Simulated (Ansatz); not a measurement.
An input meant for Al₁₁Sb₁₀F₃ (charge 0, singlet).

```yaml
crystal:
  periodic: [false, false, false]
  atoms:
    - {symbol: Al, position_ang: [-3.124868, -0.213998, 1.199109]}
    - {symbol: Al, position_ang: [-2.376093, -0.365422, -1.591879]}
    - {symbol: Al, position_ang: [-3.584627, 2.442730, -0.017355]}
    - {symbol: Al, position_ang: [0.016776, -2.222271, -2.314236]}
    - {symbol: Al, position_ang: [-2.052937, -3.246531, -0.561120]}
    - {symbol: Al, position_ang: [1.887731, -2.617980, 0.558685]}
    - {symbol: Al, position_ang: [-0.519883, 1.884626, -0.755476]}
    - {symbol: Al, position_ang: [1.794981, -0.529939, -1.621655]}
    - {symbol: Al, position_ang: [-0.482875, -0.869989, 0.464977]}
    - {symbol: Al, position_ang: [1.617898, 2.269413, 1.413115]}
    - {symbol: Al, position_ang: [3.975704, 0.386072, 0.430207]}
    - {symbol: F, position_ang: [-1.552427, 1.196419, -2.142417]}
    - {symbol: F, position_ang: [1.434991, 3.923653, 1.720418]}
    - {symbol: F, position_ang: [5.167142, 1.482093, -0.049653]}
    - {symbol: Sb, position_ang: [-4.883076, 0.356962, -0.691980]}
    - {symbol: Sb, position_ang: [-2.322546, -2.538295, 1.964440]}
    - {symbol: Sb, position_ang: [0.370407, -4.352555, -0.774669]}
    - {symbol: Sb, position_ang: [-2.575881, -2.448672, -3.090888]}
    - {symbol: Sb, position_ang: [-1.233069, 1.679244, 2.075565]}
    - {symbol: Sb, position_ang: [1.066302, -1.251322, 2.690155]}
    - {symbol: Sb, position_ang: [1.990736, 2.115219, -1.303822]}
    - {symbol: Sb, position_ang: [-1.695117, 4.067669, 0.349996]}
    - {symbol: Sb, position_ang: [3.955399, -1.892341, -0.889389]}
    - {symbol: Sb, position_ang: [3.100030, 0.731515, 2.910174]}
basis:
  gaussian: {orbitals: def2-TZVP, fitting: {mean_field: def2-universal-jkfit}}
hamiltonian: {xc: {name: TPSS}, dispersion: d4}
output: {forces: true}
```

```sh
$ ansatz run in.yaml --threads 4 --pin off --events-out ev --progress --plain --max-ram 46080MiB --backend cuda --devices 0, --max-vram 37GiB
```

**Question.** Predict how Ansatz answers.

**Answer.** The input was rejected before any iteration. The method's name isn't one that the program takes here.
```
Error: YAML parse error: error: line 30 column 19: hamiltonian.xc: no functional is named "TPSS"; the names, which are not case-sensitive, are SVWN5, SPW92, PBE, PBE0, PBEsol, revPBE, revPBE0, RPBE, rPW86-PBE, HSE06, wPBEh, LC-wPBE, HISS, HF, BLYP, B3LYP, B3LYP5, BHLYP, CAM-B3LYP, r2SCAN, r2SCANh, r2SCAN0, r2SCAN50, m-r2SCAN, B97, wB97, wB97X, wB97X-V, B97M-V, wB97M-V, B2PLYP, B2GP-PLYP, PBE0-DH, PBE-QIDH
  --> <input>:30:19
   |
28 | basis:
29 |   gaussian: {orbitals: def2-TZVP, fitting: {mean_field: def2-universal-jkfit}}
30 | hamiltonian: {xc: {name: TPSS}, dispersion: d4}
   |                   ^ hamiltonian.xc: no functional is named "TPSS"; the names, which are not case-sensitive, are SVWN5, SPW92, PBE, PBE0, PBEsol, revPBE, revPBE0, RPBE, rPW86-PBE, HSE06, wPBEh, LC-wPBE, HISS, HF, BLYP, B3LYP, B3LYP5, BHLYP, CAM-B3LYP, r2SCAN, r2SCANh, r2SCAN0, r2SCAN50, m-r2SCAN, B97, wB97, wB97X, wB97X-V, B97M-V, wB97M-V, B2PLYP, B2GP-PLYP, PBE0-DH, PBE-QIDH
31 | output: {forces: true}
   |
```
